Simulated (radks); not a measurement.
Lu7+, 64 electrons, occupied as [Xe] 4f(5/2: 5, 7/2: 5) (not the ground configuration).

Method: Dirac Kohn-Sham, relativistic LDA (MacDonald-Vosko exchange, VWN5 correlation), spin-unpolarised, spherical densities, finite nucleus; Fermi nuclear charge, rms radius 5.37 fm; computed with a radial shooting solver on a logarithmic mesh with Libxc functionals.

Energy parts (Ry):
total: -29059.5466
kinetic: 32271.0704
electron-nucleus: -71625.5525
Hartree: 10816.2924
exchange-correlation: -521.3568

Orbitals (lengths in bohr, moments of r in powers of bohr; r(max) is where P^2 peaks; r(90%) holds 90 % of the orbital's charge):
orbital  occ.  eigenvalue (Ry)       <r^4>  <1/r>   r(max)  r(90%)
1s1/2       2        -4618.891   7.192e-07  81.80  0.01219  0.0353
2s1/2       2        -794.8909   0.0001092  19.80  0.06979   0.127
2p1/2       2        -759.9543  0.00006616  19.78  0.05210   0.112
2p3/2       4        -678.8574  0.00009294  16.91  0.05860   0.122
3s1/2       2        -187.9683    0.004080  7.263   0.1967   0.313
3p1/2       2        -172.3529    0.003621  7.184   0.1844   0.305
3p3/2       4        -155.0480    0.004659  6.446   0.1979   0.324
3d3/2       4        -128.2946    0.003207  6.341   0.1554   0.296
3d5/2       6        -124.4982    0.003466  6.162   0.1591   0.302
4s1/2       2        -45.04833     0.09516  3.070   0.4466   0.684
4p1/2       2        -38.64820      0.1042  2.966   0.4469   0.701
4p3/2       4        -34.60894      0.1336  2.709   0.4751   0.746
4d3/2       4        -23.99325      0.1707  2.505   0.4728   0.795
4d5/2       6        -23.23762      0.1844  2.443   0.4817   0.811
4f5/2       5        -10.00167      0.4239  2.038   0.4492   0.989
4f7/2       5         -9.86377      0.4431  2.015   0.4536   1.000
5s1/2       2        -12.25182       2.373  1.260   0.9962    1.53
5p1/2       2        -10.20686       3.221  1.160    1.056    1.65
5p3/2       4         -9.47878       4.056  1.078    1.123    1.75

The highest occupied level is 5p3/2 at -128.97 eV. Summed over all electrons, <r^2> = 23.36 bohr^2, which gives a Langevin (diamagnetic) susceptibility term of -18.5 x 10^-6 cm^3/mol. The electron density at the nucleus is 1.096e+06 e/bohr^3. The density falls to 0.001 e/bohr^3 at r = 2.59 bohr.
